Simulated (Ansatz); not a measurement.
Reaction (hydrogenolysis of a Ga–F bond): `[F][GaH][Cl]` + H₂ → `[Cl][GaH2]` + H–F

Computed with Ansatz on PBE0-D4/def2-TZVP structures; ΔE is electronic, products minus reactants. CCSD(T)/CBS adds triple-zeta CCSD(T) − MP2 to the extrapolated MP2 energy (def2 sets, frozen cores). This one scheme is used for every species. Functionals use def2-TZVPP. For Ga outer-core shells are correlated without core-valence functions, which leaves a few kJ/mol of doubt a bond. Scalar relativity is left out up to krypton.

`[F][GaH][Cl]`:

Cartesian coordinates in Å:
```
F 1.716 -0.068 0.143
Ga 0.000 0.090 -0.131
Cl -1.179 -0.924 1.312
H -0.537 0.903 -1.324
```

H₂:

Z-matrix (Å, degrees):
```
H
H 1 0.746
```

`[Cl][GaH2]`:

Cartesian coordinates in Å:
```
Cl -0.132 1.071 1.615
Ga 0.014 -0.114 -0.172
H 0.699 0.590 -1.378
H -0.581 -1.548 -0.065
```

H–F:

```xyz
2

F    -0.027   -0.337   -0.312
H     0.027    0.337    0.312
```

```csv
level,ΔE (kcal/mol)
B97M-V,16.7
r2SCAN0-D4,16.9
BHLYP-D4,16.7
CAM-B3LYP-D4,17.4
ωB97X-V,17.5
SCS-MP2/def2-TZVPP,17.9
SCS-MP2/def2-QZVPP,17.7
CCSD/CBS(def2),15.3
```

Question: What does CCSD(T)/CBS give? (Best estimate.)

Answer: Ansatz gave: +16.0 kcal/mol. The listed levels differ from it by 0.7, 0.9, 0.7, 1.4, 1.5, 1.9, 1.7, -0.7 kcal/mol.

Question: What do rigid-rotor, harmonic-oscillator terms from PBE0-D4/def2-TZVP frequencies (298.15 K, 1 bar) make of the CCSD(T)/CBS value? (Best estimate.)

Answer: Computed: ΔZPE = +2.3 kcal/mol, ΔH = +17.9 kcal/mol, ΔS = 13 J/(mol·K), ΔG = +16.9 kcal/mol.

Largest T1 diagnostic among the species: 0.013.

From BLYP to BHLYP (50 % exact exchange), in def2-TZVPP and without D4, ΔE moves by −2.0 kcal/mol. At CCSD(T), def2-SVP lies +3.4 kcal/mol from the extrapolated value and def2-TZVPP +0.8 kcal/mol.
